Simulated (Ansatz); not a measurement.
## Energy profile

The step: SiH₄O ([OH][SiH3]) + HBr → SiH₃BrO ([OH][SiH2][Br]) + H₂; bonds formed: Si1–Br7, H2–H6; bonds broken: Si1–H2, H6–Br7 (atoms numbered as in the saddle structure below).

```csv
atom,x (Å),y (Å),z (Å)
Si1,0.1158,0.5564,-0.2077
H2,0.4570,-0.7564,-1.2909
H3,1.2108,1.2078,-0.9680
H4,-1.1849,1.0722,-0.6544
O5,0.7005,0.5930,1.2985
H6,-0.1050,-1.1612,-0.7629
Br7,-1.3836,-1.5717,0.6649
H8,0.1892,0.0598,1.9205
```

Electronic energies by CCSD(T) at an estimated basis limit (MP2 extrapolated from triple and quadruple zeta, plus CCSD(T) − MP2 in triple zeta), on PBE0-D4/def2-TZVP structures; SiH₅BrO, singlet; no counterpoise correction. Program: Ansatz 0.2.0. Basis: def2-TZVPP and def2-QZVPP. Cores are frozen in the correlated methods. Filled d shells of the heavier atoms are correlated. The def2 sets are not built for correlating such inner shells, so the correlated values are less sure here. Extrapolation: Hartree–Fock as exp(−7.88 √X), correlation as X^−2.97.

(1) Give the profile in kcal/mol, counted from the separated reactants. (An estimate is asked for; the value comes from the calculation.)

The T1 diagnostic stays at or below 0.011.

Answers

(1) The calculation gives:
```json
{"point": "separated: SiH₄O (linked as [OH][SiH3]; Si1, H2, H3, H4, O5, H8; singlet) + HBr (H6, Br7; singlet)", "kcal/mol": "0.00"}
{"point": "start structure", "kcal/mol": "-2.82"}
{"point": "saddle", "kcal/mol": "26.75"}
{"point": "end structure", "kcal/mol": "-21.68"}
{"point": "separated: SiH₃BrO (linked as [OH][SiH2][Br]; Si1, H3, H4, O5, Br7, H8; singlet) + H₂ (H2, H6; singlet)", "kcal/mol": "-21.23"}
```

For scale, one of the runs: CCSD(T)/def2-TZVPP, 191 basis functions, launched by `ansatz run in.yaml --threads 4 --pin off --events-out ev --progress --plain --max-ram 9574MiB`. Hardware: 4 CPU threads of an Arm Neoverse V2, shared host. Wall time 54 s; peak host memory 2.1 GiB.
